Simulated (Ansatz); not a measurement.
F3GeH3Si, SMILES `F[Si](F)(F)[GeH3]`, relaxed with RKS PBE0-D4/def2-TZVP in Ansatz from a PBE-D4/def2-SVP geometry. The force threshold is 0.005 eV/Å; the program also tests the step.

Charge 0, multiplicity 1.

Start:

```xyz
8

F     0.669    0.878   -2.028
Si   -0.387    0.095   -1.076
F    -0.652   -1.356   -1.753
F    -1.786    0.915   -1.144
Ge    0.411   -0.101    1.145
H     1.753   -0.870    1.133
H    -0.629   -0.873    1.990
H     0.620    1.314    1.733
```

Q: How much energy does the relaxation release, and in how many steps? (An estimate is asked.)

A: Ansatz gave: 2.32 kcal/mol, in 5 steps.

Q: Which bonds change most? (Estimate.)

A: The calculation gave: Si2–F4 from 1.623 to 1.581 Å; Si2–F3 from 1.623 to 1.581 Å; F1–Si2 from 1.623 to 1.581 Å; Ge5–H8 from 1.547 to 1.533 Å.

Q: Give the relaxed structure. (Best estimate.)

A: The calculation gave: 
```xyz
8

F     0.639    0.859   -2.007
Si   -0.387    0.095   -1.078
F    -0.644   -1.318   -1.738
F    -1.752    0.891   -1.145
Ge    0.409   -0.101    1.139
H     1.738   -0.864    1.129
H    -0.623   -0.864    1.977
H     0.619    1.301    1.722
```
